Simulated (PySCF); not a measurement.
Species: 4a,8a-azaboranaphthalene, C8H8BN.
SMILES: `C1=CB2C=CC=CN2C=C1`

Linear response at PBE0/def2-SVPD (PySCF, frozen core in the response, non-relativistic). Isolated species at its PBE0-D3(BJ)/def2-SVP geometry, gas phase.

Static isotropic polarisability: 116.55 au (17.27 Å³), principal values 63.4, 123.7, 162.6 au.

Question: What is the polarisability at 1064 nm and at the sodium D line?

Answer: 118.55 au at 1064 nm (+1.7 %), 123.64 au at 589.3 nm (+6.1 %). The rise at 589.3 nm is 3.55 times that at 1064 nm; a pure ω² law gives 3.26. The lowest singlet lies at 278 nm, shorter than both wavelengths.

Question: What is the isotropic C6 coefficient between two such molecules, C6 = (3/π)∫α(iω)² dω?

Answer: 4616 au (Eh·bohr⁶) by a ten-point quadrature over imaginary frequencies, which is 2760 eV·Å⁶ or 266 J·nm⁶/mol.

Question: Which effective excitation energy ω̄ makes London's formula C6 = (3/4)α²ω̄ exact here?

Answer: ω̄ = 4·C6/(3α²) = 0.453 Eh = 12.3 eV. A one-pole form α(ω) = α/(1 − ω²/ω̄²) fitted to the 1064 nm value gives 9.0 eV. London's choice of the ionisation energy (8.15 eV, ΔSCF at the same level) gives C6 = 3050 au, 34 % too low.

Question: What molar refraction at the D line follows from R = (4π/3)·N_A·α′, with α′ the polarisability volume?

Answer: α′ = 18.32 Å³ gives R = 46.22 cm³/mol, for isolated, non-vibrating species.

Question: What three-body coefficient follows from the one-pole estimate C9 = (3/4)·α·C6?

Answer: 404000 au. This is an estimate from the two numbers above, not a computed integral.

Question: What n − 1 at the D line would an ideal gas of it have at 273.15 K and 1 atm (2.6868 × 10¹⁹ cm⁻³), by n − 1 = 2π·N·α′?

Answer: 30.93 × 10⁻⁴, a formal value whether or not that pressure can be reached.

Question: How many electrons N does the Slater–Kirkwood formula C6 = (3/4)·√N·α^(3/2) need to give this C6?

Answer: N = (4·C6/3)²/α³ = 23.9; the species has 68 electrons in all.

Question: How anisotropic is the static polarisability, by Δα² = ½[(α1 − α2)² + (α2 − α3)² + (α3 − α1)²]?

Answer: Δα = 86.5 au, or 0.74 of the isotropic value.

Question: The lowest 6 singlets have (eV, f): 4.45, 0.008; 4.54, 0.008; 5.14, 0.375; 5.49, 0.330; 6.16, 0.000; 6.22, 0.000. What share of the static polarisability do they carry in the sum over states α = Σ f/ω²?

Answer: 19.17 au, 16.4 % of α; the largest term, 10.49 au, is that of the state at 5.14 eV. Their oscillator strengths add up to 0.72. Higher states carry the rest.

The run took about 2.5 min of CPU time (grids of density and orbitals included) (one thread, shared machine). This is the whole response run at PBE0/def2-SVPD, SCF included.
